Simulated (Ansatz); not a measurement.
trans-NiCl2(PH3)2 (NiP₂H₆Cl₂), 11 atoms. Hardware: 4 threads of Intel Xeon 6975P-C on a shared host.

The 6-31G sets use Cartesian d functions. Correlated methods freeze 25 core orbitals; core or outer-core shells of Ni are correlated, in sets that lack core-valence functions.

Question: How many basis functions does each of these Ansatz runs have, and roughly what does it cost? CCSD(T)/def2-SVP, charge 1 quartet at the geometry of the charge 0 triplet, energy, from earlier orbitals; r2SCAN-D4/def2-TZVP, charge 0 triplet, energy, from earlier orbitals; PBE0-D4/def2-TZVP, charge 0 triplet, energy, from earlier orbitals; RPA@PBE/def2-TZVP, charge 0 triplet, energy, from earlier orbitals; HF/6-31G, charge 0 triplet, energy; MP2/def2-TZVP, charge 0 singlet, energy, from earlier orbitals; PBE0-D4/def2-SVP, charge 0 triplet, energy with a search over starts; B3LYP-D4/6-31G, charge 0 triplet, energy; LDA (SPW92)/def2-TZVP, charge 0 singlet, energy, from earlier orbitals; PBE-D4/def2-SVP, charge 0 triplet, energy, from earlier orbitals; PBE-D4/def2-TZVP, charge 1 doublet at the geometry of the charge 0 triplet, energy, from earlier orbitals; PBE-D4/def2-TZVP, charge 1 quartet, energy, from earlier orbitals.

Answer: Other jobs shared the machine, so times can vary by a factor of up to 3. A dash marks memory too small to be measured apart from the calling script's.

```csv
run,functions,fitting or Cholesky vectors,wall time,peak host memory (GiB)
"LDA (SPW92)/def2-TZVP, charge 0 singlet, energy, from earlier orbitals",229,1763,1 s,–
"PBE-D4/def2-SVP, charge 0 triplet, energy, from earlier orbitals",133,1544,1.6 s,–
"HF/6-31G, charge 0 triplet, energy",93,1032,2.7 s,–
"PBE-D4/def2-TZVP, charge 1 quartet, energy, from earlier orbitals",229,1763,2.8 s,–
"PBE-D4/def2-TZVP, charge 1 doublet at the geometry of the charge 0 triplet, energy, from earlier orbitals",229,1763,3 s,–
"B3LYP-D4/6-31G, charge 0 triplet, energy",93,1032,3.4 s,–
"MP2/def2-TZVP, charge 0 singlet, energy, from earlier orbitals",229,1584,4.8 s,0.79
"RPA@PBE/def2-TZVP, charge 0 triplet, energy, from earlier orbitals",229,1584,6 s,0.71
"r2SCAN-D4/def2-TZVP, charge 0 triplet, energy, from earlier orbitals",229,1763,8 s,–
"PBE0-D4/def2-SVP, charge 0 triplet, energy with a search over starts",133,1296,9.5 s,0.62
"PBE0-D4/def2-TZVP, charge 0 triplet, energy, from earlier orbitals",229,1902,16 s,1.9
"CCSD(T)/def2-SVP, charge 1 quartet at the geometry of the charge 0 triplet, energy, from earlier orbitals",133,1296,64 s,2
```
